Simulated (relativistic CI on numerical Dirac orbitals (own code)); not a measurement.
Method of calculation: Dirac-Coulomb-Breit CI, orbitals from a KLI potential per configuration, model QED (radiative potential, 1s self-energy scaled to tabulated hydrogen-like ionisation energies), unscaled Slater integrals (own radial code, finite nucleus).

Configurations in the expansion (outside the closed core 1s2): 2s2, 2s 2p, 2p2, 2p 3s, 2p 3p, 2s 3s, 2s 3p, 2s 3d, 2s 4s, 2s 4p, 2s 4d, 2s 4f, 2s 5s, 3s2, 2s 5p, 2s 5d, 2s 5f, 2s 5g, 3s 3p, 3p2. Levels of other configurations are missing.

At this charge energies of transitions that change n are usually good to better than 1 %, and those within a shell (Δn = 0) to a few per cent.

Outline of the computed level scheme of Rb XXXIV. Lowest level of each configuration: 2s2 1S_0 at 0.00 eV; 2s 2p 3P°_0 at 64.78 eV; 2p2 3P_0 at 185.29 eV; 2s 3s 3S_1 at 2377.40 eV; 2s 3p 3P°_0 at 2409.48 eV; 2s 3d 3D_1 at 2445.19 eV; 2p 3s 3P°_0 at 2459.95 eV; 2p 3p 3D_1 at 2480.90 eV; 2s 4s 3S_1 at 3195.52 eV.

Some strong electric-dipole decays among the lowest 36 levels: 2s 3d 3D_3 → 2s 2p 3P°_2 (1.0e+14 s⁻¹); 2s 3d 3D_2 → 2s 2p 3P°_1 (7.9e+13 s⁻¹); 2s 3d 1D_2 → 2s 2p 1P°_1 (7.9e+13 s⁻¹); 2s 3d 3D_1 → 2s 2p 3P°_0 (6.3e+13 s⁻¹); 2s 3d 3D_1 → 2s 2p 3P°_1 (4.3e+13 s⁻¹); 2s 3p 1P°_1 → 2s2 1S_0 (3.7e+13 s⁻¹); 2p 3p 3P_0 → 2s 2p 3P°_1 (3.4e+13 s⁻¹); 2p 3p 1S_0 → 2s 2p 1P°_1 (3.3e+13 s⁻¹).

LS names give the leading component of a level, which can be under half, so a name can repeat, a term be missing and a line seem to break the LS rules.
